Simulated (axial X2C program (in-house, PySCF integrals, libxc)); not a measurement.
## Potential curves of GaF⁺, two-component

All values were computed with an in-house relativistic program for diatomic molecules. Two-component (2c) means X2C with spin–orbit coupling and atomic mean-field two-electron Coulomb and Gaunt terms. Basis: Ga dyall-cv3z [9s9p7d4f1g], F dyall-av3z [7s6p3d2f] (cores contracted in-house); Gaussian nuclei, density fitting, unrestricted open shells. Masses: Ga 68.926 u, F 18.998 u.

State: Ω = 1/2 (⟨Sz⟩ = 0.50, ⟨Lz⟩ = 0.00 at HF). Energies in eV from the fragments at the same level (Ga+ + F). Fits are polynomials in 1 − R0/R over 0.85 to 1.23 times the lowest point R0.

```tsv
R (Å)	HF
1.4868	0.5073
1.5552	-0.0813
1.6065	-0.2994
1.6577	-0.3783
1.7090	-0.3543
1.7688	-0.2354
1.8286	-0.0577
1.9055	0.1789
1.9995	0.3287
```

The state is a single determinant with fixed occupations, the lowest that a limited PBE0 search found. De is counted from the lowest determinant-based energies of the atoms at the same level, without counterpoise correction. The stretched end of a curve changes character and is left out.

Question: Fit the HF curve near its minimum: give the equilibrium distance, the harmonic wavenumber and the well depth.

Answer: At HF, 2c: Re = 1.669 Å, ωe ≈ 816 cm⁻¹, De = 0.38 eV to Ga+ + F; Be follows as 0.406 cm⁻¹.
